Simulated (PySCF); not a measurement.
SMILES [Br][Ge]([F])([CH3])[F] (CH₃BrF₂Ge), PBE0/def2-SVP optimised geometry.

```
8

C     -1.00     0.59     0.00
Ge    -0.19    -1.15     0.00
F     -0.71    -2.07    -1.36
F     -0.70    -2.08     1.36
Br     2.09    -1.15     0.00
H     -0.65     1.15    -0.88
H     -0.72     1.12     0.92
H     -2.09     0.47    -0.04
```

Density from PBE0/def2-TZVP (PySCF) at that geometry.

Minimum of the electron density along straight lines between bonded atoms, close to the bond critical point (lines longer than 1.1 times the sum of covalent radii, or with two minima, are not listed):

```json
[
 {"bond": "C1–Ge2", "length / Å": "1.917", "ρ at the minimum / e bohr⁻³": "0.139", "∇²ρ there / e bohr⁻⁵": "0.07", "position (fraction from the first atom)": "0.52"},
 {"bond": "Ge2–F3", "length / Å": "1.726", "ρ at the minimum / e bohr⁻³": "0.147", "∇²ρ there / e bohr⁻⁵": "0.85", "position (fraction from the first atom)": "0.48"},
 {"bond": "Ge2–F4", "length / Å": "1.726", "ρ at the minimum / e bohr⁻³": "0.147", "∇²ρ there / e bohr⁻⁵": "0.85", "position (fraction from the first atom)": "0.48"},
 {"bond": "Ge2–Br5", "length / Å": "2.276", "ρ at the minimum / e bohr⁻³": "0.100", "∇²ρ there / e bohr⁻⁵": "0.06", "position (fraction from the first atom)": "0.43"},
 {"bond": "C1–H6", "length / Å": "1.098", "ρ at the minimum / e bohr⁻³": "0.271", "∇²ρ there / e bohr⁻⁵": "-0.90", "position (fraction from the first atom)": "0.65"},
 {"bond": "C1–H7", "length / Å": "1.098", "ρ at the minimum / e bohr⁻³": "0.271", "∇²ρ there / e bohr⁻⁵": "-0.90", "position (fraction from the first atom)": "0.65"},
 {"bond": "C1–H8", "length / Å": "1.099", "ρ at the minimum / e bohr⁻³": "0.270", "∇²ρ there / e bohr⁻⁵": "-0.90", "position (fraction from the first atom)": "0.65"}
]
```
